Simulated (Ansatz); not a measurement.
Input file for C₈H₁₈O, SMILES `CCCCOCCCC`:

```yaml
crystal:
  periodic: [false, false, false]
  atoms:
    - {symbol: C, position_ang: [-3.365419, -2.110390, -1.964112]}
    - {symbol: C, position_ang: [-2.082236, -1.311844, -2.114518]}
    - {symbol: C, position_ang: [-1.905849, -0.264809, -1.027348]}
    - {symbol: C, position_ang: [-0.631189, 0.539912, -1.200374]}
    - {symbol: O, position_ang: [-0.470768, 1.531566, -0.212659]}
    - {symbol: C, position_ang: [0.134078, 1.077461, 0.975888]}
    - {symbol: C, position_ang: [1.649915, 1.097422, 0.911757]}
    - {symbol: C, position_ang: [2.290986, 0.632844, 2.208880]}
    - {symbol: C, position_ang: [3.808761, 0.667856, 2.164264]}
    - {symbol: H, position_ang: [-3.391297, -2.636302, -1.005611]}
    - {symbol: H, position_ang: [-3.470215, -2.856159, -2.755402]}
    - {symbol: H, position_ang: [-4.241491, -1.457280, -2.003837]}
    - {symbol: H, position_ang: [-2.068253, -0.821697, -3.095124]}
    - {symbol: H, position_ang: [-1.223230, -1.993117, -2.105974]}
    - {symbol: H, position_ang: [-1.903555, -0.753620, -0.046235]}
    - {symbol: H, position_ang: [-2.755672, 0.426123, -1.027906]}
    - {symbol: H, position_ang: [-0.652681, 1.063135, -2.161496]}
    - {symbol: H, position_ang: [0.238673, -0.132753, -1.223535]}
    - {symbol: H, position_ang: [-0.210475, 1.745472, 1.771515]}
    - {symbol: H, position_ang: [-0.218770, 0.067921, 1.232806]}
    - {symbol: H, position_ang: [1.974228, 2.116356, 0.674725]}
    - {symbol: H, position_ang: [1.992923, 0.462419, 0.086748]}
    - {symbol: H, position_ang: [1.933900, 1.259898, 3.034302]}
    - {symbol: H, position_ang: [1.954215, -0.385409, 2.436582]}
    - {symbol: H, position_ang: [4.172862, 1.680880, 1.972307]}
    - {symbol: H, position_ang: [4.246796, 0.329737, 3.106120]}
    - {symbol: H, position_ang: [4.193763, 0.024369, 1.368225]}
basis:
  gaussian: {orbitals: def2-SVP}
correlation: {method: ccsd_t}
```

```sh
$ ansatz run in.yaml --threads 5 --pin off --events-out ev --progress --plain --max-ram 66560MiB --backend cuda --devices 0, --max-vram 37GiB
```

Log, shortened:

```
Functional definition: HF
  name "HF"
  cite "Fock, Z. Phys. 61, 126 (1930) doi:10.1007/BF01340294"
  parent pbe
  exchange = exact_x
  correlation = 0
2228 factors; integrals over basis functions are off by at most 1.4e-3 eV
mean field evaluation 1: about -10552.6138 eV, gradient 4.3e1 eV
mean field evaluation 2: about -10552.6243 eV, gradient 4.3e1 eV
mean field evaluation 4: about -10557.9280 eV, gradient 5.0e0 eV
mean field evaluation 8: about -10557.9979 eV, gradient 1.9e-4 eV
mean field -10557.99792314 eV, -387.9992672075 hartree, gradient 1.5e-6 eV, S^2 0.000000; 0 other end points of the search recorded, 0 dependent functions left out
9 core orbitals not correlated: weight in the atoms' cores, before any rotation towards them, 1.000 or more for the frozen orbitals, at most 0.000 for the correlated occupied ones
reference -10557.99792314 eV, -387.9992672075 hartree; 28, 28 occupied and 179, 179 virtual orbitals, 2228 factors
second order -36.31438896 eV of doubles, -0.00000000 eV of singles
cycle   1  -38.31453631 eV  change    -2.0e0 eV  update   1.2e-1
cycle   2  -39.25861661 eV  change   -9.4e-1 eV  update   3.4e-2
cycle   3  -39.42492376 eV  change   -1.7e-1 eV  update   1.4e-2
cycle   4  -39.42873934 eV  change   -3.8e-3 eV  update   3.3e-3
cycle   5  -39.43042589 eV  change   -1.7e-3 eV  update   1.2e-3
cycle   6  -39.43092405 eV  change   -5.0e-4 eV  update   3.2e-4
cycle   7  -39.43083523 eV  change    8.9e-5 eV  update   1.2e-4
cycle   8  -39.43081417 eV  change    2.1e-5 eV  update   4.0e-5
perturbative correction -1.14668082 eV, -0.0421397429 hartree
Total energy: -10598.57541813 eV, -389.4904626438 hartree
```

It took 8.5 s on 5 threads of an AMD EPYC 7R13 on a shared host and a share of an NVIDIA H100 80 GB, with 1.5 GiB of host memory at the peak.

Correlation energy per correlated electron: -0.725 eV. T1 diagnostic: 0.0079.
